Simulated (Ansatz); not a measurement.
Molecule: C5H13O, net charge 1, singlet state. It need not be the lowest isomer of its formula. 
Geometry from a B3LYP-D3(BJ)/def2-TZVP (Ansatz, a program for electronic structure) optimisation:
```
C
H 1 1.0889
C 1 1.5023 2 112.75
H 3 1.0948 1 104.68 2 -76.19
H 3 1.0959 4 105.11 1 115.33
C 1 1.5050 2 113.03 3 -136.74
H 6 1.0934 1 109.95 2 -177.76
H 6 1.0943 7 105.99 1 112.79
C 3 1.5270 4 109.85 5 120.37
H 9 1.0886 3 109.92 4 -58.04
H 9 1.0907 10 107.45 3 122.59
H 9 1.0907 10 107.84 11 116.15
C 6 1.5281 7 111.41 8 118.86
H 13 1.0886 6 110.24 7 -61.27
H 13 1.0913 14 107.67 6 122.13
H 13 1.0964 14 105.38 15 115.69
O 1 1.6140 2 98.24 3 110.35
H 17 0.9747 1 111.63 2 -161.17
H 17 0.9764 18 109.03 1 122.49
```
Charge +1, spin multiplicity 1.

Total electronic energies in hartree. Valence correlation only, unless marked. No spin-orbit coupling. No relativistic terms. CBS marks a two-point X^-3 extrapolation of the correlation energy; Hartree-Fock from the larger set. The bracket is a focal-point correction in the basis named.

```tsv
level	program	energy (Eh)
HF/6-31G	Ansatz	-271.39972
revPBE-D3(BJ)/def2-TZVPD	Ansatz + dftd3	?
PBE0/def2-SVP	Ansatz	-272.78122
BHLYP-D3(BJ)/def2-TZVPD	Ansatz + dftd3	-273.25829
r2SCAN0/def2-TZVPD	Ansatz	?
HSE06/def2-TZVPD	Ansatz	-273.06509
CAM-B3LYP-D4/def2-TZVPD	Ansatz + dftd4	-273.27302
wB97X-V/def2-TZVPD	Ansatz	?
MP2/STO-3G	Ansatz	-268.57296
MP2/cc-pVTZ	Ansatz	-272.73427
MP2/cc-pwCVTZ	Ansatz	-272.75085
RI-MP2/cc-pVQZ	Ansatz	-272.82398
CCSD(T)/STO-3G	Ansatz	-268.67106
CCSD(T)/6-31G*	Ansatz	-272.43244
RI-MP2/CBS(cc-pVTZ,cc-pVQZ)+[CCSD(T)-MP2]/cc-pVTZ	Ansatz	-272.9838
```

Some entries are withheld; supply them.


- revPBE-D3(BJ)/def2-TZVPD, energy (Eh): -273.35549
- r2SCAN0/def2-TZVPD, energy (Eh): -273.21832
- wB97X-V/def2-TZVPD, energy (Eh): -273.32982
